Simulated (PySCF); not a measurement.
C6H13NSSi.
Z-matrix (Å and degrees, GFN2-xTB geometry), rows numbered from 1:
```
C 
C   1  1.3229
C   2  1.4993  1  122.92
C   2  1.5008  1  121.41  3  -177.79
N   4  1.4300  2  111.95  1   100.38
Si  5  1.6997  4  127.15  2  -143.53
S   6  2.1528  5  101.87  4  -178.49
C   4  1.5077  2  119.03  1  -115.44
C   4  1.4944  2  119.78  1   -45.34
H   1  1.0769  2  121.71  3    -0.77
H   1  1.0763  2  121.79  3   178.91
H   3  1.0864  2  110.79  1     4.63
H   3  1.0899  2  110.54  1  -115.61
H   3  1.0890  2  110.33  1   125.50
H   5  1.0096  4  112.61  2    50.28
H   6  1.4673  5  116.84  4   -63.38
H   6  1.4613  5  112.07  4    65.79
H   7  1.3206  6   95.39  5   177.62
H   8  1.0793  4  117.46  9   107.71
H   8  1.0794  4  118.88  9  -107.48
H   9  1.0792  4  117.89  8   107.79
H   9  1.0777  4  118.56  8  -108.10
```

Definitions: NICS(0) = −σiso at the ring centroid; NICS(1) = −σiso and NICS(1)zz = −σzz at ±1 Å along the ring normal z. Level: GIAO PBE0/pcSseg-1 (PySCF, non-relativistic, gas phase) on the GFN2-xTB geometry, one conformer.

Ring bond lengths (Å), with Mayer bond orders in brackets: C4–C8 1.508 (0.93), C8–C9 1.502 (0.95), C9–C4 1.494 (0.98).

Q: Give the NICS values of each ring in ppm.

A: 
```tsv
ring	type	NICS(0)	NICS(1), two faces	NICS(1)zz, two faces	rms pucker (Å)	centre to ring atoms, mean (Å)
C4–C8–C9	3-membered carbocycle; formal bonds all single	-41.4	-8.9 / -7.1	-21.1 / -19.6	0.00	0.87
```

Q: What can be read from them?

A: 
- C4–C8–C9: mean NICS(1)zz -20.3 ppm, shielded. C4, C8, C9 have four or more neighbours; no verdict on aromaticity is drawn. NICS(0) lies 33 ppm below the mean NICS(1).

Q: At the second NICS(1) probe listed for ring C4–C8–C9, 1 Å off the ring, what do the in-plane components average?

A: The isotropic value is a third of the trace: (3 × -7.1 − (-19.6))/2 = -0.8 ppm.

Time: 96 s of wall time; peak memory 0.97 GiB. Hardware: one thread, Arm Neoverse N1 (aarch64), shared host. This is the whole shielding run at PBE0/pcSseg-1, SCF included.
